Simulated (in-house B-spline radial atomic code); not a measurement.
Relativistic effects in the iron ion Fe⁴⁺, [Ar] 3d4: non-relativistic Hartree-Fock (point nucleus) against Dirac-Hartree-Fock (Fermi nucleus of rms radius 3.7377 fm), both averages of the configuration, computed with a radial B-spline atomic code at the basis-set limit.

| orbital | ε NR (Eh) | ε Dirac (Eh) | <r> NR (bohr) | <r> Dirac (bohr) | change of <r> (%) |
| --- | --- | --- | --- | --- | --- |
| 1s1/2 | -263.65 | -266.08 | 0.05912 | 0.05842 | -1.2 |
| 2s1/2 | -34.258 | -34.766 | 0.2684 | 0.2651 | -1.2 |
| 2p1/2 | -29.733 | -30.137 | 0.236 | 0.2328 | -1.4 |
| 2p3/2 | -29.733 | ? | 0.236 | ? | ? |
| 3s1/2 | -6.3373 | -6.4213 | 0.8019 | 0.7943 | -1.0 |
| 3p1/2 | -4.8781 | -4.9371 | 0.8339 | 0.8259 | -1.0 |
| 3p3/2 | -4.8781 | -4.8735 | 0.8339 | 0.8334 | -0.1 |
| 3d3/2 | -2.7619 | ? | 0.9115 | ? | ? |
| 3d5/2 | -2.7619 | -2.7447 | 0.9115 | 0.9156 | +0.5 |

(1) What happens to 2p3/2?

(2) What happens to 3d3/2?

(3) What explains the pattern of contraction and expansion?

(4) By how much does the total energy change?

## Answers

(1) Its energy goes to -29.671 hartree and <r> to 0.2358 bohr (-0.11 %).

(2) Its energy goes to -2.7517 hartree and <r> to 0.9129 bohr (+0.15 %).

(3) Expansion is seen in 3d3/2, 3d5/2. The s and p1/2 orbitals contract directly, screen the nucleus better, and so push out orbitals that have little density near the nucleus; spin-orbit coupling adds to this for j = l + 1/2 and opposes it for j = l - 1/2.

(4) By -9.1119 hartree, from -1258.438 to -1267.550.
